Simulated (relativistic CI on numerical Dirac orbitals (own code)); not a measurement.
Method of calculation: Dirac-Coulomb-Breit CI, separate exchange-only KLI orbitals for each configuration, model QED, unscaled Slater integrals (own radial code, finite nucleus).

The strongest absorption lines from the ground level of an ion, among the configurations computed and to levels below about 13000 eV (vacuum wavelength in Å, gf): 1.3444 (0.83), 1.3455 (1.6), 1.3482 (0.8), 1.3490 (0.69), 1.3594 (0.88), 1.5056 (1.8), 1.5114 (2.2), 1.5117 (2.6).

Question: Which ion is it?
A. Re66+
B. Yb61+
C. Nd51+
D. Yb59+

Answer: B. Yb61+ has 9 electrons and the ground level 2s2 2p5 2P°_3/2; the strongest line goes to 2s2 2p4 3d 2D_5/2. The pattern of lines fixes the number of electrons, and along that sequence the line energies rise steadily with the charge (about as its square where n changes within one kind of shell, about linearly where n is kept but much faster in heavy ions where fine structure, which grows about as Z⁴, sets the gap, and irregularly where shells cross), which fixes Z. Configurations outside the model, such as inner-shell arrays, can give stronger lines. At this charge energies of transitions that change n are usually good to better than 1 %, and those within a shell (Δn = 0) to a few per cent.

LS names give the leading component of a level, which can be under half, so a name can repeat, a term be missing and a line seem to break the LS rules.
